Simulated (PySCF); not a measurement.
Some computed properties have been withheld. Give your best values.

C₈H₁₂.
Numbering: `[CH3:1][C:2]1([CH3:3])[CH:4]=[CH:5][C@@H:6]2[CH2:7][C@H:8]12` (hydrogens: H9, H10, H11 on C1; H12, H13, H14 on C3; H15 on C4; H16 on C5; H17 on C6; H18, H19 on C7; H20 on C8)

| property | level | value |
| --- | --- | --- |
| point group of the GFN2-xTB geometry | GFN2-xTB | C1 |
| rotational constants A, B, C of the GFN2-xTB geometry | GFN2-xTB | 3.258, 2.021, 1.781 GHz |
| dipole moment | PBE0/def2-SVPD | 0.29 D |
| HOMO energy | PBE0/def2-SVPD | -6.64 eV |
| LUMO energy | PBE0/def2-SVPD | ? |
| lowest singlet excitation | TDDFT PBE0/def2-SVPD | 6.29 eV (197 nm, f = 0.143) |
| lowest triplet excitation (Tamm–Dancoff) | TDA PBE0/def2-SVPD | 4.13 eV |
| static isotropic polarisability | PBE0/def2-SVPD | 87.4 au |
| electronic spatial extent ⟨r²⟩ about the centre of nuclear charge | PBE0/def2-SVPD | ? |
| 13C chemical shifts (computed TMS as zero) by class | GIAO PBE0/pcSseg-1 | 147.0 (C4), 141.7 (C5), 49.1 (C2), 32.4 (C3), 29.3 (C8), 27.4 (C6), 26.7 (C1), 18.4 (C7) ppm |
| 1H chemical shifts (computed TMS as zero) by class | GIAO PBE0/pcSseg-1 | ? |

The electronic properties come from PySCF, for the isolated species, density fitting. Geometry: GFN2-xTB; no solvent or vibrations. NMR classes are plain means over equivalent atoms (diastereotopic ones count apart unless rotation or inversion swaps them), as if these changed places fast; in this geometry the members of some classes differ.

Question: Give the electronic spatial extent ⟨r²⟩ about the centre of nuclear charge.

Answer: 869 bohr².

Question: The LUMO energy?

Answer: 0.41 eV.

Question: What are the 1H chemical shifts (computed TMS as zero) by class?

Answer: 6.10 (H16), 5.36 (H15), 1.84 (H17), 1.27 (H20), 1.20 (H12/H13/H14), 1.12 (H9/H10/H11), 0.72 (H18), -0.06 (H19) ppm.

The largest Löwdin shares of the HOMO are 0.28 on C4, 0.25 on C5, 0.12 on C6 and 0.11 on C7. The dipole matches unit charges of opposite sign 0.06 Å apart (1 e·Å = 4.8032 D). The polarisability is 12.95 Å³ as a volume (1 au = 0.148185 Å³), or 1.46 au for each of the 60 electrons. The rotational constants make it an asymmetric top with κ = (2B − A − C)/(A − C) = -0.67, nearer the prolate limit (−1).
